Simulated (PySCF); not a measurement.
SbN⁺ at PBE0

Computed with PBE0; PySCF, scalar-relativistic core potentials, basis sets Sb def2-SVP with ECP28, N def2-SVP.

For SbN⁺, the state is ⁴Π (quartet), unpaired electrons π ↑↑↑, a second solution, started from another occupation. The bond length is 2.158 Å and the harmonic wavenumber is 539 cm⁻¹. The force constant is 2.15 mdyn/Å, the rotational constant Be is 0.2885 cm⁻¹ and the anharmonicity ωexe is 3.52 cm⁻¹. The vibration–rotation constant αe is 0.00214 cm⁻¹, the energy of the minimum from ground-state Sb⁺ + N is -1.11 eV and the bond order (Mayer) is 1.18. The dipole moment (positive dipole points towards N; it is taken about the centre of mass and depends on that origin) is -1.31 D.

Spin–orbit coupling is left out, which matters for elements this heavy, above all for dissociation energies. For an ion De counts to the pair picked by the measured ionisation energies or electron affinities, which need not be the lowest pair at this level.
